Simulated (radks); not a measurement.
Values are calculated unless marked as measured or tabulated.
Fractional charge and spin in the 2s shell of neon: the spin-up occupation runs from 0 to 1 and the spin-down occupation from 0 to 1; the fullest corner is Ne, [He] 2p6 2s(up 1, down 1). Code: a radial shooting solver on a logarithmic mesh with Libxc functionals. Model: non-relativistic Kohn-Sham, TPSS, spin-polarised, spherical densities, point nucleus; meta-GGA in the generalised Kohn-Sham scheme. Energy (eV) above the fullest corner. The planes named below are the two flat planes that join the four corners, with an edge along up + down = one added electron.

down \ up,0,0.5,1
0,113.757,77.244,45.867
0.5,77.244,46.551,20.690
1,45.867,20.690,0.000

Corners above the fullest one (they belong to Ne+ and the next ion): (up 1, down 0) 45.867 eV, (up 0, down 1) 45.867 eV, (up 0, down 0) 113.76 eV. With half an added electron in each spin the energy lies 0.684 eV from the planes, and with half an added electron in spin up alone -2.568 eV. The planes are only a guide here: the flat-plane condition holds for ground states with one frontier orbital, while this shell lies below other occupied shells, so the corners above the fullest one are inner-hole states and not the ground states of those ions.
